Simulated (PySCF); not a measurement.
**Question.** What does the PBE0-D3(BJ)/def2-SVP structure of `O=C[N]([SiH3])[GeH3]` look like in three dimensions?

**Answer.** 
```xyz
12
CH7GeNOSi angstrom
O      0.5640    1.5441    1.5637
C     -0.3480    1.1130    0.8931
N     -0.2173    0.0431    0.0512
Si    -1.5274   -0.6041   -0.9375
Ge     1.5362   -0.6613    0.0775
H     -1.3668    1.5669    0.9177
H     -1.7922   -2.0290   -0.5841
H     -1.1761   -0.5277   -2.3853
H     -2.7340    0.2274   -0.6576
H      2.5198    0.3984   -0.4252
H      1.8627   -1.1673    1.4848
H      1.4403   -1.8344   -0.9179
```

Orientation and origin are arbitrary. Atoms count from 1 in this order. N3 (amide nitrogen) is planar (angles 124.1°, 124.1° and 111.8°, sum 360.0°, 0.00 Å off the plane of its three neighbours). Of the pairs four or more bonds apart, H6···H9 is among the closest relative to their van der Waals radii: 2.48 Å, 103 % of the sum of Bondi's values. The 5 heavy atoms lie in one plane (0.001 Å rms). Ge5 (germanium bonded to N and 3 H) is distorted tetrahedral (angles from 102.5° to 113.2°).

Bonds between heavy atoms (Å): O1=C2 1.211, C2–N3 1.368, N3–Si4 1.764, N3–Ge5 1.890.

Method used: PBE0-D3(BJ)/def2-SVP geometry optimisation, gas phase (PySCF).

Point group: Cs (tolerance 0.08 Å). PBE0-D3(BJ)/def2-SVP frequencies: not computed here. One conformer, not necessarily the lowest (O1–C2–N3–Si4 180°).
